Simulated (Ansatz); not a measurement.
[Pr(NH3)6]3+ (PrN6H18³⁺), relaxed as a triplet with UKS PBE-D4/def2-SVP in Ansatz, starting from the GFN2-xTB geometry. Force threshold 0.03 eV/Å.

In the def2 sets Pr takes a core potential; there is no spin–orbit coupling. With an open 4f shell the SCF may have ended on a state above the lowest.

Start:

```tsv
atom	x (Å)	y (Å)	z (Å)
Pr1	0.001	-0.005	0.000
N2	-0.007	-1.599	-2.083
H3	-0.918	-2.030	-2.293
H4	0.633	-2.402	-2.018
H5	0.259	-1.146	-2.968
N6	0.022	1.609	2.075
H7	0.947	1.996	2.308
H8	-0.292	1.181	2.956
H9	-0.574	2.443	1.985
N10	-2.047	-1.317	0.992
H11	-2.967	-0.930	0.742
H12	-2.071	-1.359	2.020
H13	-2.111	-2.304	0.706
N14	2.039	1.327	-0.981
H15	2.015	2.342	-0.809
H16	2.155	1.256	-2.001
H17	2.955	1.038	-0.612
N18	-1.649	1.605	-1.255
H19	-2.128	1.176	-2.059
H20	-1.211	2.448	-1.652
H21	-2.418	1.978	-0.683
N22	1.641	-1.629	1.251
H23	2.078	-1.223	2.089
H24	2.440	-1.961	0.694
H25	1.208	-2.496	1.597
```

Question: Estimate the energy that the relaxation releases and the steps that it takes.

Answer: 0.03 eV, in 4 steps; 2.1 min on 4 threads of Intel Xeon on a shared host. No frequencies were taken in this run, so the end may be a saddle point.

Question: Does the start keep its bonding?

Answer: By distances, no bond broke or formed. The bond that changes most is N22–H23, from 1.03 to 1.04 Å (atoms count from 1).

Question: Predict the relaxed structure.

Answer: 
```
atom   x (Å)   y (Å)   z (Å)
 Pr1   0.000  -0.001   0.000
  N2  -0.003  -1.595  -2.089
  H3  -0.914  -2.040  -2.310
  H4   0.640  -2.407  -2.026
  H5   0.264  -1.160  -2.993
  N6   0.018   1.605   2.077
  H7   0.942   2.004   2.328
  H8  -0.304   1.191   2.972
  H9  -0.580   2.449   1.986
 N10  -2.038  -1.308   1.004
 H11  -2.972  -0.933   0.753
 H12  -2.077  -1.356   2.040
 H13  -2.104  -2.305   0.722
 N14   2.040   1.325  -0.979
 H15   2.024   2.349  -0.815
 H16   2.164   1.255  -2.007
 H17   2.970   1.045  -0.613
 N18  -1.649   1.602  -1.257
 H19  -2.148   1.183  -2.065
 H20  -1.215   2.451  -1.667
 H21  -2.422   1.989  -0.682
 N22   1.633  -1.629   1.246
 H23   2.078  -1.244   2.102
 H24   2.446  -1.959   0.691
 H25   1.207  -2.513   1.584
```
Bond lengths: 6 × N–Pr 2.62 to 2.63 Å; 18 × H–N 1.04 Å.
